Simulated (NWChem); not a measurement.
Species: CaCl cation; SMILES [Cl][Ca+]

Computed with NWChem. Pople sets run with spherical d functions. Coordinates come from a PBE0/def2-SVP optimisation. Total energies compare along this basis series because the functional is fixed.

```tsv
level	basis functions	energy (Ha)	highest occupied level (eV)	orbital gap (eV)
Hartree-Fock/STO-3G	22	-1124.4228	-13.78	8.97
Hartree-Fock/3-21G	30	-1130.5403	-15.24	9.04
Hartree-Fock/6-31G*	40	-1136.0440	-15.53	9.76
Hartree-Fock/6-31+G*	48	-1136.0456	-15.53	9.77
Hartree-Fock/6-311G**	65	-1136.1259	-15.89	10.34
Hartree-Fock/6-311++G**	73	-1136.1281	-15.84	10.31
```
